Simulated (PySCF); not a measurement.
**C$_{5}$H$_{4}$O$_{2}$: full NMR table**

```
Formula                               : C5H4O2
SMILES                                : O=Cc1ccoc1
InChI                                 : InChI=1S/C5H4O2/c6-3-5-1-2-7-4-5/h1-4H
Point group of the computed structure : Cs
Degrees of unsaturation               : 4
Carbon signals                        : 5
Proton signals                        : 4
```

Atom-mapped SMILES (the numbers label the heavy atoms): `[O:1]=[CH:2][c:3]1[cH:4][cH:5][o:6][cH:7]1`. Each H is labelled by its parent atom.

Theoretical values (PySCF 2.14): J couplings at B3LYP/pcJ-1 (without the spin–dipole term), geometry from PBE0-D3(BJ)/def2-SVP, shielding tensors at B3LYP/pcSseg-2 (GIAO). Non-relativistic, a single conformation, no solvent.

Chemical shifts δ = σref − σ; 1H, 13C vs TMS; H2O for 17O, all at this level.

| carbon | δC, type | δH (multiplicity, J in Hz) | HMBC from (abs. J ≥ 3 Hz) | span of the C tensor (ppm) |
| --- | --- | --- | --- | --- |
| C2 | 192.9, CH | 10.20 (s) | – | 191 |
| C3 | 138.7, C | – | H(C2), H(C7), H(C5), H(C4) | 162 |
| C4 | 119.4, CH | 6.87 (d, 2.4) | H(C7), H(C5) | 186 |
| C5 | 151.7, CH | 7.47 (dd, 2.4, 1.5) | H(C7), H(C4) | 149 |
| C7 | 155.4, CH | 8.21 (d, 1.5) | H(C2), H(C5), H(C4) | 157 |

Other nuclei:
```
atoms  nucleus           environment  δ (ppm)  σ (ppm)
   O1      17O       aldehyde oxygen    639.6   -313.7
   O6      17O  aromatic ring oxygen    311.8     14.1
```

Selected couplings (Hz, signed; the shortest-range and largest first, 30 at most; isotopes 13C, 1H): 1J(C7,H(C7)) 219.4, 1J(C5,H(C5)) 215.8, 1J(C4,H(C4)) 185.3, 1J(C2,H(C2)) 177.6, 1J(C4,C5) 76.8, 1J(C3,C7) 73.8, 1J(C2,C3) 66.6, 1J(C3,C4) 56.3, 2J(C2,C4) 6.4, 2J(C2,C7) 4.6, 2J(C4,C7) 4.3, 2J(C3,C5) 2.5, 2J(C5,C7) 1.8, 3J(C2,C5) 5.2, 3J(H(C4),H(C5)) 2.4, 4J(H(C5),H(C7)) 1.5.

Carbon types of the structure: 1 × C, 4 × CH, which accounts for all hydrogens. δC 192.9: aldehyde carbonyl carbon; the double bond to the heteroatom, with no lone-pair donor beside it, deshields it most. δC 155.4, 151.7: aromatic CH next to the ring oxygen. δC 138.7: substituted aromatic carbon. δC 119.4: aromatic CH. δH 10.20: hydrogen on an aldehyde carbonyl carbon; the formyl region, downfield of aromatic protons.

Splittings below 1 Hz are ignored in the labels, and close J values are merged. Unscaled 3J(H,H) at this level run about 10 % above measured values. Shifts are as computed. Against solution values, carbons near 30 ppm lie about +3 ppm off and those near 130 ppm about +8 ppm. Of 1211 compounds with measured shifts, 218 miss one by over three times the rms of a fit or turn the order of signals round; such compounds aren't used in these exercises. Unscaled 17O shifts of doubly bonded oxygen tend to come out too high, by tens of ppm or more. Experimental scales use liquid or dissolved standards, which lie at an offset from isolated H2O (liquid H2O: subtract about 36 ppm).
